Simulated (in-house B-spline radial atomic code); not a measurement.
Results of a calculation; reference values are marked as such.
**C6 from the polarisability at imaginary frequency: Ca**

PBEsol linear response of the closed shell [Ar] 4s2, from a B-spline radial code for spherical atoms; non-relativistic, point nucleus, no spin-orbit coupling; shells from n = 2 respond.

The dispersion coefficient of two like species is C6 = (3/π) ∫ α(iu)² du from 0 to ∞.

```
u (hartree)  α(iu) (bohr³)
          0          157.3
       0.03          146.9
       0.07          113.9
       0.12          75.03
        0.2          40.28
        0.3           22.3
       0.45          12.19
        0.7          6.561
          1          4.079
        1.5          2.339
        2.5          1.079
          5         0.3411
```

Problem. Fit one oscillator, α(iu) = α(0)/(1 + u²/ω²), through u = 0.07 and estimate C6.

Solution. From α(0)/α(iu) − 1 = 157.3/113.9 − 1 = 0.3810, ω = u/√0.3810 = 0.1134 hartree (3.1 eV). London's formula gives C6 = (3/4) α(0)² ω = 0.75 × 157.3² × 0.1134 = 2104 hartree·bohr⁶, and the oscillator holds f = α(0) ω² = 2.02 electrons, of a sum of oscillator strengths of 18.6.

Problem. How does that compare with the full integral?

Solution. The program's quadrature over all excitations gives C6 = 2165, so the single oscillator is off by -2.8 %. At the last point the fit gives α = 0.0809 against 0.341: higher excitations, and deeper shells where there are any, keep the true curve higher at large u.
